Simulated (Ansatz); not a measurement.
`C[SiH](F)[InH2]`, charge 0, multiplicity 1.

**Question.** Give a relaxed structure at PBE0-D4/def2-TZVP (Ansatz). (Best estimate.)

**Answer.** Ansatz gave: 
Z-matrix (Å, degrees):
```
C
Si 1 1.867
H 1 1.093 2 110.4
H 1 1.094 2 109.9 3 119.3
H 1 1.092 2 111.8 3 -120.7
F 2 1.615 1 107.8 3 56.9
In 2 2.586 1 114.0 3 179.5
H 2 1.494 1 108.6 3 -57.4
H 7 1.728 2 123.2 1 -124.1
H 7 1.734 2 119.6 1 56.3
```
This is one stationary point; other conformers may exist.
